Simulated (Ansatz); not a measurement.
Consider the redistribution: `[OH][SnH2][SeH]` + `Cl[SiH]1C[SiH2]1` → `[SeH][SiH]1C[SiH2]1` + `[OH][SnH2][Cl]`.

Computed with Ansatz on PBE0-D4/def2-TZVP structures; ΔE is electronic, products minus reactants. CBS: MP2 limit from def2 TZ/QZ plus the TZ coupled-cluster correction, frozen cores. Functionals use def2-TZVPP. B3LYP here is the variant with VWN-RPA as its local correlation; programs differ in this. Elements past krypton have def2 core potentials. For Se, Sn outer-core shells are correlated without core-valence functions, which leaves a few kJ/mol of doubt a bond. Scalar relativity is left out up to krypton. One conformer a species, not always the lowest.

```
             level  ΔE (kJ/mol)
            PBE-D4         10.7
          B3LYP-D4         12.2
            B2PLYP         12.4
     HF/def2-QZVPP         10.9
    MP2/def2-QZVPP         11.6
SCS-MP2/def2-QZVPP         11.3
     MP2/CBS(def2)         12.4
    CCSD/CBS(def2)         12.1
```

Problem. What does CCSD(T)/CBS give? (Estimate.)

Solution. The calculation gave: +11.6 kJ/mol. The listed levels differ from it by -0.9, 0.6, 0.8, -0.7, 0.0, -0.3, 0.8, 0.5 kJ/mol.

Largest T1 diagnostic among the species: 0.013.
